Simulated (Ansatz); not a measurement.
`C=C[SiH2]NC` and `C=C[SiH2]O` differ in one atom or group.

Ansatz, PBE0-D4/def2-TZVP geometries, multiplicity 1. Each molecule was computed in one conformer, which needn't be the lowest.

| property | `C=C[SiH2]NC` |
| --- | --- |
| HOMO energy (B3LYP/def2-TZVPP) / eV | -6.53 |
| size of the dipole moment (ωB97M-V/def2-TZVPP) / D | 1.14 |
| HOMO–LUMO gap (B3LYP/def2-TZVPP) / eV | 5.90 |
| size of the dipole moment (PBE/def2-TZVPP) / D | 1.12 |
| zero-point energy (PBE0-D4/def2-TZVP) / kJ/mol | 299.8 |
| LUMO energy (B3LYP/def2-TZVPP) / eV | -0.63 |

(1) Give the same properties after the change, and the shifts. (Best estimate.)

Results:

(1) The calculation gave: 
```tsv
property	`C=C[SiH2]O`	shift
HOMO energy (B3LYP/def2-TZVPP) / eV	-7.73	-1.20
size of the dipole moment (ωB97M-V/def2-TZVPP) / D	1.59	0.45
HOMO–LUMO gap (B3LYP/def2-TZVPP) / eV	7.04	1.14
size of the dipole moment (PBE/def2-TZVPP) / D	1.51	0.39
zero-point energy (PBE0-D4/def2-TZVP) / kJ/mol	193.1	-106.7
LUMO energy (B3LYP/def2-TZVPP) / eV	-0.69	-0.06
```

With PBE0 the HOMO falls by 1.21 eV and the LUMO falls by 0.05 eV, so the gap widens by about 1.16 eV. PBE moves the HOMO by -1.43 eV and ωB97M-V by -1.11 eV. The zero-point energy changes by -106.7 kJ/mol with -12 modes. Dipoles are sizes alone; their direction can turn.

Positive LUMOs are unbound, so they and the gaps depend on the basis.

B3LYP here is the variant with VWN-RPA as its local correlation; programs differ in this.
